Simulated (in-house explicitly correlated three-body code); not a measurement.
Computed with an exponentially correlated three-body code. Model: two electrons around a point charge, non-relativistic, variational in 260 exponentially correlated functions (energies converged to about 1e-7 hartree, or 1e-8 relative for large Z).

Command:
```bash
python run_hyl.py task.json out
```
Settings (lengths in bohr, energies in hartree):
```
Z                      2
screening              1.4
interaction_strength   1
functions              260
states_tried           1
```

Run time, properties included: 5.6 s on 1 thread of Intel(R) Xeon(R) Platinum 8488C (Sapphire Rapids), with other jobs on the host.

**Ground state only, binding against the one-electron ion.**

Given: nuclear charge 2; Yukawa screening of all interactions 1.4 1/bohr.

Computed: one-electron threshold -0.287334224 hartree.

```json
{"term": "1 1S", "energy (hartree)": "-0.384273956", "binding (eV)": "2.6379"}
```

**Converged states only, values per electron or pair (inverse distances are <exp(-kr)/r>).**

```
term  mean r (bohr)  mean r squared (bohr²)  mean inverse r (1/bohr)  mean r12 (bohr)  mean inverse r12 (1/bohr)  mean cosine  mean p1 dot p2 (bohr⁻²)  delta r1 (bohr⁻³)  delta r12 (bohr⁻³)
1 1S         1.5181                  3.6575                  0.52246           2.3595                    0.12522    -0.033332                 0.039549            0.98873            0.035061
```
